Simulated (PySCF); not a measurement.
Compound: C5H6N4.
Structure used (GFN2-xTB), in Å, numbered top down from 1:
```
atom  x, y, z in Å
C1    -2.125   -0.962    0.077
C2    -0.795   -0.313    0.025
N3     0.352   -0.973    0.047
N4     1.289   -0.051   -0.017
C5     2.683   -0.370   -0.011
N6     0.855    1.175   -0.080
C7    -0.476    1.066   -0.056
C8    -1.366    2.148   -0.107
N9    -2.138    2.994   -0.146
H10   -2.658   -0.655    0.977
H11   -2.002   -2.041    0.082
H12   -2.723   -0.666   -0.784
H13    3.237    0.556   -0.147
H14    2.906   -1.067   -0.819
H15    2.956   -0.832    0.939
```

Level of theory: TDDFT PBE0/def2-SVPD, vertical, gas phase, core orbitals frozen in the response in PySCF 2.14.0, density-fitted response routines.

Transition dipole moments from the ground state, in atomic units and in the frame of the coordinates above (overall signs are arbitrary), for the states with f of 0.002 or more among the lowest 8:

```tsv
state	E (eV)	μx	μy	μz
S1	5.893	-0.972	0.891	-0.049
S3	6.579	-0.062	0.481	-0.026
S5	6.721	-0.007	0.000	-0.122
S6	7.159	-0.012	0.005	0.155
S7	7.222	1.023	0.583	-0.036
S8	7.320	0.037	0.016	-0.169
```

**Question.** What oscillator strength does each state have?

**Answer.** f = (2/3) ΔE |μ|² with ΔE in hartree (27.2114 eV).

| state | \|μ\|² (au) | \|μ\| (D) | f |
| --- | --- | --- | --- |
| S1 | 1.740 | 3.35 | 0.251 |
| S3 | 0.236 | 1.24 | 0.038 |
| S5 | 0.015 | 0.31 | 0.002 |
| S6 | 0.024 | 0.40 | 0.004 |
| S7 | 1.387 | 2.99 | 0.245 |
| S8 | 0.030 | 0.44 | 0.005 |

**Question.** What angle do the transition dipoles of S3 and S7 make?

**Answer.** |cos θ| = |μa·μb| / (|μa| |μb|) = 0.38, so θ ≈ 68° (taken between 0 and 90°, since the signs are arbitrary).

**Question.** How is the summed strength of these states shared among x, y and z?

**Answer.** (2/3) Σ ΔE μα² gives 0.322 for x, 0.212 for y and 0.012 for z, 0.547 in all.
